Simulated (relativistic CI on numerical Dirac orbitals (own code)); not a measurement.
Radial parameters of Pd²⁷⁺

These numbers are calculated, not measured: Dirac-Coulomb-Breit CI, separate exchange-only KLI orbitals for each configuration, QED by a radiative potential, unscaled Slater integrals (own radial code, finite nucleus).

Slater integrals F^k, G^k are unscaled and averaged over j, outside the closed core [Ne]; ζ comes from projecting the Hamiltonian with its Breit term on Σ l·s of the shell.

- 3s²3p⁶3d: ζ(3d) = 23914 cm⁻¹; <r>(3d) = 0.3031, <r^2>(3d) = 0.1067 (bohr units).
- 3s²3p⁵3d²: ζ(3p) = 186650, F^2(3d,3d) = 335560, F^4(3d,3d) = 216510, F^2(3p,3d) = 293830, G^1(3p,3d) = 317620, G^3(3p,3d) = 211060, ζ(3d) = 23553 cm⁻¹; <r>(3p) = 0.3389, <r^2>(3p) = 0.1325, <r>(3d) = 0.3038, <r^2>(3d) = 0.1071 (bohr units).
- 3s3p⁶3d²: F^2(3d,3d) = 335170, F^4(3d,3d) = 216250, G^2(3s,3d) = 238740, ζ(3d) = 23745 cm⁻¹; <r>(3s) = 0.3472, <r^2>(3s) = 0.1372, <r>(3d) = 0.3041, <r^2>(3d) = 0.1074 (bohr units).

(1) Give the Racah parameters of the d shell in 3s²3p⁵3d².

Averages of the first 10 configurations, taken without configuration mixing, which lowers the lowest level and can move excited configurations by several eV; other configurations of the list can lie among them:

| Configuration | Parity | States | Average energy above the lowest level (eV) |
| --- | --- | --- | --- |
| 3s²3p⁶3d | even | 10 | 4.9 |
| 3s²3p⁵3d² | odd | 270 | 164.8 |
| 3s3p⁶3d² | even | 90 | 295.8 |
| 3s²3p⁶4s | even | 2 | 583.0 |
| 3s²3p⁶4p | odd | 6 | 629.9 |
| 3s²3p⁶4d | even | 10 | 693.5 |
| 3s²3p⁶4f | odd | 14 | 746.7 |
| 3s²3p⁵3d4s | odd | 120 | 737.1 |
| 3s²3p⁵3d4p | even | 360 | 784.1 |
| 3p⁶3d³ | even | 120 | 593.0 |

Results:

(1) B = F²/49 − 5F⁴/441 = 4393 cm⁻¹ and C = 35F⁴/441 = 17184 cm⁻¹.
